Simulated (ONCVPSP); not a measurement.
# Configuration tests for Zn (Z = 30) (ONCV)

- Element: Zn
- Generator: ONCVPSP 4.0.1
- Type: optimised norm-conserving Vanderbilt (ONCV)
- Functional: PBE
- Relativity: scalar-relativistic
- Frozen core: [Ne] 3s2
- Valence charge: 18
- Reference configuration: 3p6 3d10 4s2
- Partial waves: 4s: rc 2.00 bohr, ncon 4, nbas 8, qcut 3.2 1/bohr, 3 projectors, debl 3.5 Ha; 3p: rc 0.75 bohr, ncon 3, nbas 6, qcut 12.4 1/bohr, 2 projectors, debl 2.5 Ha; 3d: rc 1.25 bohr, ncon 4, nbas 8, qcut 11.6 1/bohr, 3 projectors, debl 1.8 Ha; f scattering state at 0.41 Ha: rc 1.65 bohr, ncon 4, nbas 7, qcut 6.9 1/bohr, 2 projectors, debl 3.6 Ha
- Local potential: polynomial inside 0.55 bohr (lpopt 4, dvloc0 0 Ha)
- Core correction: Teter function, fcfact 3.75, rcfact 1.45

In the p channel the program set the typed energies aside and used -3.065, 0.250 Ha.

Energies are relative to the spin-unpolarised reference configuration 3p6 3d10 4s2; without spin polarisation the order of configurations can differ from experiment.

| valence configuration | charge | ΔE all-electron (eV) | error AE − PS (meV) |
| --- | --- | --- | --- |
| 3p6 3d10 4s0 | +2 | 28.331 | -20 |
| 3p6 3d9 4s2 4p1 | 0 | 12.244 | +22 |

Question: What are ΔE and the potential's error for 3p6 3d9 4s0?

Answer: ΔE = 68.865 eV all-electron; the error (AE − PS) is +50 meV.

Question: What are ΔE and the potential's error for 3p6 3d10 4s1?

Answer: ΔE = 9.889 eV all-electron; the error (AE − PS) is -3.9 meV.

Levels in the configuration 3p6 3d10 4s0:

| level | all-electron (eV) | pseudo (eV) |
| --- | --- | --- |
| 3p | -104.308 | -104.165 |
| 3d | -30.856 | -30.825 |

Note: ghosts flagged at negative energy: s at -57.6 eV; GHOST(+) flagged for f at 19.7 eV. A true bound ghost makes a file unfit for plane-wave use.
